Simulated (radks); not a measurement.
Results of a calculation; reference values are marked as such.
Valence configurations of Gd II (all share [Xe]). Level of theory: scalar-relativistic Kohn-Sham, PBE, spin-polarised, spherical densities, point nucleus; open shells are filled with parallel spins first (spin-orbit coupling, left out, can overturn this in heavy ions) (a radial shooting solver on a logarithmic mesh with Libxc functionals). Energies are relative to 4f7 5d1 6s1; eigenvalues in eV for spin up.

valence	E (eV)	moment (Bohr magnetons)	e(4f)	e(5d)	e(6p)	e(6s)
4f7 5d1 6s1	0.000	9	-16.771	-9.030	-	-9.797
4f7 5d1 6s0.5 6p0.5	1.858	9	-17.397	-9.495	-6.399	-10.124
4f6 5d2 6s0.5 6p0.5	12.360	9	-24.089	-10.978	-6.688	-10.714
4f7 6s2	0.458	7	-19.222	-	-	-10.335
4f6 5d1 6s1.5 6p0.5	13.699	8	-26.747	-12.482	-7.325	-11.579
4f7 5d2	0.958	9	-14.646	-7.674	-	-
4f7 5d0.5 6s1.5	0.291	8	-17.982	-9.639	-	-10.088
4f6 5d2 6s1	10.353	9	-23.474	-10.499	-	-10.386
4f7.5 5d0.5 6s1	-0.687	8	-13.565	-8.256	-	-9.436
4f7 5d1 6p1	3.720	9	-18.014	-9.942	-6.716	-

NIST lists [Xe] 4f7 5d1 6s1 as the ground configuration; this level of theory puts 4f7.5 5d0.5 6s1 lower, by 0.687 eV. The energies are those of spherical high-spin densities, not of single terms.
